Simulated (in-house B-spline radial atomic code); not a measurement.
Atomic self-consistent-field run: S IV (S3+). Computed with an all-electron radial atomic-structure program (B-spline basis): non-relativistic r2SCAN, spin-polarised, spherical fractional occupations, point nucleus, inside a hard spherical wall at 6.39 bohr.

Command:
```bash
python run_scf.py task.json out
```
Settings:
```
Z                16
configuration    [Ne] 3s2 3p1
hamiltonian      nr
method           r2scan
spin_polarised   True
wall_radius      6.39
```

Output (hartree, bohr):
```
 radial grid: 41 intervals, B-splines of order 8, outer radius 6.39 bohr

 iter        energy (Eh)    residual
    1        -395.545246    3.18e-02
    2        -395.547548    1.33e-03
    3        -395.547554    6.69e-04
    4        -395.547555    3.43e-04
    5        -395.547556    2.53e-05
    6        -395.547556    8.46e-06
    7        -395.547556    7.48e-07
    8        -395.547556    7.52e-08

 total energy                      -395.54756
 kinetic                             395.1132
 electron-nucleus                   -921.8018
 Hartree                             155.5578
 exchange-correlation                -24.4167

 orbital      occ     eigenvalue          <r>       <r^2>       <1/r>       <r^4>     <1/r^3>       r_max
 1s up      1.000       -90.1902    0.0972918   0.0127302     15.5563 0.000418811           -     0.06373
 1s down    1.000       -90.1800    0.0972815   0.0127272     15.5575 0.000418613           -     0.06373
 2s up      1.000        -9.4452      0.47807    0.271699     3.06644    0.133685           -      0.3889
 2s down    1.000        -9.4386     0.478028     0.27149     3.06501    0.133024           -      0.3891
 2p up      3.000        -7.3944     0.440806    0.242443     2.96229      0.1264     80.9348      0.3261
 2p down    3.000        -7.3818     0.440732    0.242146     2.96135    0.125475     80.8444      0.3264
 3s up      1.000        -1.9670      1.53156     2.67344    0.894356     11.0219           -       1.348
 3s down    1.000        -1.8855      1.53453     2.68705    0.893493     11.2011           -       1.345
 3p up      1.000        -1.5083      1.66036     3.17563    0.808603     16.0748     8.34833       1.448
```

Time taken, with all properties: 0.07 s on 1 thread of Intel(R) Xeon(R) Platinum 8488C, with other jobs on the host.
